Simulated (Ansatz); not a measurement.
Consider the isomerisation: `C=C=C([SiH3])BF` → `FC1=C[SiH2]BC1`.

Calculated with Ansatz (gas phase, PBE0-D4/def2-TZVP geometries, no zero-point term in ΔE). CCSD(T)/CBS adds triple-zeta CCSD(T) − MP2 to the extrapolated MP2 energy (def2 sets, frozen cores). DFT in def2-TZVPP. One conformer a species, not always the lowest.

CCSD(T)/CBS gives +114.2 kJ/mol.

Q: Another level gave +130.2 kJ/mol. Which?
A. PBE0/def2-TZVPP
B. B2PLYP/def2-TZVPP
C. CCSD(T)/def2-TZVPP
D. ωB97M-V/def2-TZVPP

A: B. B2PLYP 130.2, CCSD(T)/def2-TZVPP 116.7, PBE0 97.0, ωB97M-V 112.6 kJ/mol.

Largest T1 diagnostic among the species: 0.014.

In def2-TZVPP, CCSD(T) changes the Hartree–Fock value by −20.6 kJ/mol (the triples alone add +0.5 kJ/mol) and MP2 by −14.9 kJ/mol. From PBE to PBE0 (25 % exact exchange), in def2-TZVPP and without D4, ΔE moves by −9.1 kJ/mol.
